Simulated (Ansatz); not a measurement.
`[Cl][Mg][Br]` + CH₃OH → `C[O][Mg][Cl]` + HBr at 400 K and 1 bar (ligand exchange at a Mg–Br bond).

Isolated molecules relaxed with PBE0-D4/def2-TZVP in Ansatz; ΔE leaves out vibrations. CCSD(T)/CBS is the MP2 limit (def2-TZVPP, def2-QZVPP) plus CCSD(T) − MP2 in def2-TZVPP, frozen cores. This one scheme is used for every species. For Br, Mg outer-core shells are correlated without core-valence functions, which leaves a few kJ/mol of doubt a bond. Scalar relativity is left out up to krypton. One conformer a species, not always the lowest.

```json
{"species": "`[Cl][Mg][Br]`", "CCSD(T)/CBS energy (Eh)": "-3233.14611", "H − E (kJ/mol)": "26.4", "S (J/(mol·K))": "306.4"}
{"species": "CH₃OH", "CCSD(T)/CBS energy (Eh)": "-115.61712", "H − E (kJ/mol)": "151.2", "S (J/(mol·K))": "252.6"}
{"species": "`C[O][Mg][Cl]`", "CCSD(T)/CBS energy (Eh)": "-774.81100", "H − E (kJ/mol)": "139.0", "S (J/(mol·K))": "347.2"}
{"species": "HBr", "CCSD(T)/CBS energy (Eh)": "-2573.91920", "H − E (kJ/mol)": "27.6", "S (J/(mol·K))": "207.2"}
```

H − E and S are ideal-gas, rigid-rotor, harmonic terms from PBE0-D4/def2-TZVP, for one conformer and one mirror image of each species. 1 Eh = 2625.50 kJ/mol, R = 8.31446 J/(mol·K).

Q: By hand: ΔE, ΔH, ΔS and ΔG.

A: ΔE = (-774.81100) + (-2573.91920) − (-3233.14611) − (-115.61712) = 0.03303 Eh = 86.7 kJ/mol. Δ(H − E) = 139.0 + 27.6 − 26.4 − 151.2 = -11.0, so ΔH = 75.7 kJ/mol. ΔS = 347.2 + 207.2 − 306.4 − 252.6 = -4.6 J/(mol·K). ΔG = 75.7 − 400 × (-4.6)/1000 = 77.5 kJ/mol.

Q: By hand: the equilibrium constant, and the temperature at which ΔG would vanish if ΔH and ΔS stayed fixed.

A: log₁₀ K = −ΔG/(RT ln 10) = -10.1. ΔH and −TΔS have one sign here, so there is no such temperature.

The number of gas molecules stays the same, so ΔS is small and ΔH decides. A doubt of 5 kJ/mol in ΔE shifts log₁₀ K by 0.7 here. Other conformers and mirror images would add mixing entropy, several J/(mol·K) or more a flexible species. These are equilibria of isolated gas molecules and say nothing of rates. Largest T1 diagnostic: 0.010 (customary marks: 0.02 for closed shells, 0.045 for open ones).

ΔS is within the doubt of such terms, so its sign, and with it that verdict, could turn.
